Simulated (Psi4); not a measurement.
A dimer, H4Si ··· H2Se (SMILES [SiH4] and [SeH2]); the first 5 atoms form monomer A.

```
8

Si     0.0000     0.0000     0.0000
H     -0.1638    -1.1074    -0.9686
H     -0.7361     1.1904    -0.4823
H      1.4369     0.3294     0.1345
H     -0.5370    -0.4124     1.3164
Se    -0.6342     3.6109     1.5196
H      0.1966     2.5621     2.1295
H     -0.3532     4.5278     2.6343
```

Task: What interaction energy does SAPT0/jun-cc-pVDZ, frozen core (Psi4) give, and which attractive term is the largest?

Result: Total 0.09 kcal/mol: electrostatics -0.36, exchange 1.98, induction -0.29, dispersion -1.25. The most attractive term is dispersion.
